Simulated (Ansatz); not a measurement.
Species: H₂SiOCl, charge 0, doublet. H2SiOCl (SMILES [SiH](O)Cl, doublet).
B3LYP-D3(BJ)/def2-TZVP minimum from Ansatz (an electronic-structure program):
```xyz
5

Si     0.5054    -0.6115    -0.1360
O     -0.8421    -1.5379    -0.3192
Cl    -0.0005     1.3696     0.2551
H      1.1895    -1.1602     1.0637
H     -1.5188    -1.2590    -0.9432
```
Charge 0, spin multiplicity 2.

Atomisation energy term by term, kcal/mol (programs: Ansatz). Open shells are spin-unrestricted; no spin-orbit coupling. Correlated methods leave the cores frozen. Rows without X2C or -DK are non-relativistic. CBS(X,Y): correlation extrapolated as X^-3, Hartree-Fock from the larger set. A bracket is a step between two methods taken in the basis named. 'core' is core correlation in cc-pwCVTZ (1s frozen past Ne), 'X2C' scalar relativity in cc-pVTZ-DK, both at CCSD(T). Where a partner has so few electrons that a lower coupled-cluster level is exact, that level stands in.

```tsv
term	basis	kcal/mol
Hartree-Fock	cc-pV(Q+d)Z	276.35
CCSD correlation	CBS(cc-pV(T+d)Z,cc-pV(Q+d)Z)	101.90
(T)	CBS(cc-pV(T+d)Z,cc-pV(Q+d)Z)	7.71
CCSDT(Q) - CCSD(T)	cc-pV(D+d)Z	0.56
core correlation	cc-pwCVTZ	0.26
scalar relativity	X2C, cc-pVTZ-DK	-1.10
sum: De		385.7
```
